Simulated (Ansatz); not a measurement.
`C[O][AlH][Cl]` + H₂S → `C[O][AlH][SH]` + HCl at 500 K and 1 bar (ligand exchange at the Al–Cl bond).

Computed with Ansatz on PBE0-D4/def2-TZVP structures; ΔE is electronic, products minus reactants. CCSD(T)/CBS is the MP2 limit (def2-TZVPP, def2-QZVPP) plus CCSD(T) − MP2 in def2-TZVPP, frozen cores. This one scheme is used for every species. One conformer a species, not always the lowest.

| species | CCSD(T)/CBS energy (Eh) | H − E (kJ/mol) | S (J/(mol·K)) |
| --- | --- | --- | --- |
| `C[O][AlH][Cl]` | -817.53357 | 171.8 | 383.8 |
| H₂S | -398.97279 | 57.0 | 224.0 |
| `C[O][AlH][SH]` | -756.10453 | 197.0 | 406.5 |
| HCl | -460.38127 | 32.5 | 201.9 |

H − E and S are ideal-gas, rigid-rotor, harmonic terms from PBE0-D4/def2-TZVP, for one conformer and one mirror image of each species. 1 Eh = 2625.50 kJ/mol, R = 8.31446 J/(mol·K).

Task: By hand: ΔE, ΔH, ΔS and ΔG.

Result: ΔE = (-756.10453) + (-460.38127) − (-817.53357) − (-398.97279) = 0.02056 Eh = 54.0 kJ/mol. Δ(H − E) = 197.0 + 32.5 − 171.8 − 57.0 = 0.7, so ΔH = 54.7 kJ/mol. ΔS = 406.5 + 201.9 − 383.8 − 224.0 = 0.6 J/(mol·K). ΔG = 54.7 − 500 × (0.6)/1000 = 54.4 kJ/mol.

Task: By hand: the equilibrium constant, and the temperature at which ΔG would vanish if ΔH and ΔS stayed fixed.

Result: log₁₀ K = −ΔG/(RT ln 10) = -5.7. ΔG = 0 at ΔH/ΔS = 91167 K, far beyond where these terms or the molecules hold.

The number of gas molecules stays the same, so ΔS is small and ΔH decides. A doubt of 5 kJ/mol in ΔE shifts log₁₀ K by 0.5 here. Other conformers and mirror images would add mixing entropy, several J/(mol·K) or more a flexible species. Modes under 60 cm⁻¹, often nearly free rotors, make the harmonic entropy too high. These are equilibria of isolated gas molecules and say nothing of rates. Largest T1 diagnostic: 0.012 (customary marks: 0.02 for closed shells, 0.045 for open ones).
